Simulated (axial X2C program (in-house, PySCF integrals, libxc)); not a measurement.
## Spin–orbit effects down a group: molecules with Si, CCSD

All values come from calculations with an in-house all-electron X2C program for linear molecules (integrals from PySCF), spin-free (one-electron X2C) or two-component (2c: spin–orbit coupling with atomic mean-field Coulomb and Gaunt terms, which also bring small scalar terms), in Dyall basis sets with cores contracted in-house; open shells are unrestricted.

Basis sets: Br dyall-cv3z, Cl dyall-av3z, I dyall-cv3z, Si dyall-v3z. Frozen shells (counts by l): SiCl Cl 2s1p, Si 2s1p, 11 electrons correlated; SiBr Br 3s2p1d, Si 2s1p, 11 electrons correlated; SiI I 4s3p2d, Si 2s1p, 11 electrons correlated. Coupled cluster in natural virtuals with an MP2 remainder. Where the outer core of a metal is frozen, bonds come out longer and ionisation energies lower.

| molecule | spin-free state | Re (Å) | ωe (cm⁻¹) | De (eV) | 2c state | Re 2c (Å) | ωe 2c (cm⁻¹) | De 2c (eV) |
| --- | --- | --- | --- | --- | --- | --- | --- | --- |
| SiCl | M_S = 1/2, Λ = 1 | 2.086 | 525.9 | 4.05 | Ω = 1/2 | 2.086 | 526.0 | 4.03 |
| SiBr | M_S = 1/2, Λ = 1 | 2.240 | 421.9 | 3.48 | Ω = 1/2 | 2.240 | 422.3 | 3.36 |
| SiI | M_S = 1/2, Λ = 1 | 2.462 | 359.2 | 2.90 | Ω = 1/2 | 2.461 | 359.3 | 2.66 |

Each entry is the lowest single determinant of a limited PBE0 search at one distance. De goes to single-determinant-based atoms at the same level (for ions the charge split of lowest energy) and is withheld (n/a) where an atom does not fit its ground term or J level. Main or longest-lived isotopes. Some light 2c atoms are not at their ground J level, so De misses part of their lowering (0.04 eV or less).
